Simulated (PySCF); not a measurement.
## Dipole moment and polarisability of `C=C/C=C/CC#N`

Species: C6H7N.
Cartesian coordinates in Å at the GFN2-xTB level; atoms count from 1:
```xyz
14
C6H7N angstrom
C     -2.6968    0.7889   -0.8027
C     -1.6404    0.7537    0.0026
C     -0.4944   -0.0992   -0.2166
C      0.5585   -0.1365    0.5971
C      1.7551   -1.0161    0.3813
C      2.9376   -0.2037    0.2206
N      3.8613    0.4576    0.0979
H     -2.7578    0.1692   -1.6825
H     -3.5355    1.4362   -0.6138
H     -1.6008    1.3865    0.8797
H     -0.5279   -0.7336   -1.0939
H      0.6000    0.4997    1.4712
H      1.6294   -1.6349   -0.5113
H      1.9111   -1.6682    1.2482
```

Level: PBE0/def2-SVPD (PySCF), static field, nuclei fixed, core orbitals frozen in the response. The polarisability tensor in these axes (au):

```
x   119.01  -8.26  18.42
y    -8.26  62.18  -1.06
z    18.42  -1.06  64.56
```

What are the eigenvalues, a third of the trace, and Δα (Δα² = ½Σ(αi − αj)² over the three pairs)?

Principal values 58.24, 61.79 and 125.72 au; mean 81.92 au = 12.14 Å³ = 13.51 × 10⁻⁴⁰ C²·m²/J; Δα = 65.77 au (80 % of the mean).

What is the dipole moment, and where does it point?

(-3.49, -2.04, 0.38) D, 4.06 D in size, pointing from the negative to the positive side. Measured along this direction, the outermost atoms are N7 at the negative end and H9 at the positive end.

Orientational against electronic polarisability at 273 K (dilute gas, rigid molecules)?

In Gaussian units μ²/3kT = 145.42 Å³ against 12.14 Å³, a ratio of 11.98; the Debye molar polarisation (4π/3)N_A(α + μ²/3kT) is 397.5 cm³/mol, leaving out the vibrational part.

Along which axes do the principal values lie, and how far do the nuclei extend along each?

Largest value along (0.95, -0.13, 0.29), where the nuclei span 7.35 Å; middle along (-0.02, 0.89, 0.45), 3.38 Å; least along (-0.31, -0.43, 0.84), 2.51 Å. The response follows the extents in order.

What depolarisation ratio follows for Rayleigh scattering of linearly polarised light, taking the static tensor?

ρ = 3Δα²/(45ᾱ² + 4Δα²) = 12977.8/(301976 + 17303.8) = 0.0406.

Isolated species at its GFN2-xTB geometry (one conformer only).
